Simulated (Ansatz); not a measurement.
Total energies of GeCl2H2 (GeH₂Cl₂) from Ansatz at PBE-D4/def2-TZVP, gas phase (1 Eh = 27.2114 eV = 2625.5 kJ/mol). The reference geometry is relaxed at r2SCAN-D4/def2-TZVP.

```json
{"state": "charge 0 singlet", "geometry": "reference", "energy (Eh)": "-2998.02200"}
{"state": "charge 1 doublet", "geometry": "reference", "energy (Eh)": "-2997.63062"}
{"state": "free Ge atom (triplet)", "geometry": "–", "energy (Eh)": "-2076.60177"}
{"state": "free Cl atom (doublet)", "geometry": "–", "energy (Eh)": "-459.95840"}
{"state": "free H atom (doublet)", "geometry": "–", "energy (Eh)": "-0.49962"}
```

Question: Work out the vertical ionisation energy to the doublet.

Answer: E(charge 1 doublet) − E(charge 0 singlet) = -2997.63062 − (-2998.02200) = 0.39138 Eh = 10.65 eV. For comparison, −ε of the highest occupied level is 7.63 eV at this level, 3.02 eV less.

Question: What is the binding energy per atom against free atoms?

Answer: Atoms: 1 × (-2076.60177) + 2 × (-459.95840) + 2 × (-0.49962) = -2997.51781 Eh. Binding: -2997.51781 − (-2998.02200) = 0.50419 Eh = 13.72 eV, or 2.74 eV for each of 5 atoms (no zero-point energy, no counterpoise term).
